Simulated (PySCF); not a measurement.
CH₃AlBrClO, SMILES C[O][Al]([Cl])[Br].

Geometry optimised at TPSSh-D3(BJ)/def2-SVP. The structure was generated by enumeration; whether it is a known compound was not checked. The values are those of a single conformer.

The numbers are results of ωB97X/def2-TZVP in PySCF, not measurements.

The molecule is in vacuum.

```json
{
  "total_energy": "-3392.17022 hartree",
  "highest_occupied_level": "-11.03 eV",
  "lowest_empty_level": "0.94 eV",
  "orbital_gap": "11.98 eV",
  "dipole_moment": "1.85 D",
  "quadrupole, principal values (traceless, Buckingham form, about the centre of nuclear charge)": "-7.53, 3.38, 4.15 D·Å",
  "mean_static_polarisability": "67.6 bohr³ (10.02 Å³)",
  "polarisability_principal_values": "53.5, 72.8, 76.6 bohr³"
}
```
